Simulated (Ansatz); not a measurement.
Mulliken charges of C₂H₄OSi, SMILES `[SiH3]C1=CO1` from ωB97M-V/def2-TZVPP in Ansatz (PBE0-D4/def2-TZVP geometry).

| atom | x (Å) | y (Å) | z (Å) | charge (e) |
| --- | --- | --- | --- | --- |
| Si1 | -0.218 | 1.192 | -0.463 | 0.232 |
| C2 | 0.278 | -0.432 | 0.171 | -0.133 |
| C3 | 0.517 | -1.620 | 0.623 | 0.120 |
| O4 | -0.792 | -1.763 | 0.568 | -0.348 |
| H5 | -0.918 | 1.054 | -1.764 | -0.012 |
| H6 | -1.105 | 1.884 | 0.505 | -0.012 |
| H7 | 1.050 | 1.946 | -0.634 | -0.016 |
| H8 | 1.281 | -2.319 | 0.939 | 0.170 |

Q: By hand: the dipole of these point charges (1 e Å = 4.8032 D).

A: Σ q r = (0.475, 0.293, -0.068) e Å, of length 0.562 e Å = 2.70 D.

Q: How does the dipole of the full density compare? (Best estimate.)

A: The calculation gave: (0.421, 0.103, -0.004) e Å, 2.08 D; the point charges give 1.30 times that, at 19° from its direction.

Point charges leave out the atoms' own dipoles, such as those of lone pairs, and Mulliken's split depends on the basis, so the two needn't agree.
